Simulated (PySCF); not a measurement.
A calculated (UHF, PySCF 2.14, cc-pVDZ-X2C, the spin-free X2C one-electron Hamiltonian (Gaussian nucleus)) atom or ion has these occupied shells.

| shell | electrons | orbital energy (eV) | rms radius, mean of both spins (bohr) |
| --- | --- | --- | --- |
| 1s α | 1 | -16203.8 | 0.0450 |
| 1s β | 1 | -16203.7 | 0.0450 |
| 2s α | 1 | -2267.8 | 0.187 |
| 2s β | 1 | -2267.7 | 0.187 |
| 2p α | 3 | -2010.4 | 0.166 |
| 2p β | 3 | -2010.3 | 0.166 |
| 3s α | 1 | -385.96 | 0.523 |
| 3s β | 1 | -385.88 | 0.523 |
| 3p α | 3 | -300.20 | 0.535 |
| 3p β | 3 | -300.17 | 0.535 |
| 3d α | 5 | -158.25 | 0.547 |
| 3d β | 5 | -158.23 | 0.547 |
| 4s α | 1 | -59.197 | 1.45 |
| 4s β | 1 | -58.966 | 1.45 |
| 4p α | 3 | -35.923 | 1.68 |
| 4p β | 3 | -35.816 | 1.68 |
| 5s α | 1 | -10.466 | 4.32 |

Problem. Name the element and its charge.

Solution. Sr⁺ (strontium, charge +1), in [Kr] 5s1, 2S determinant.
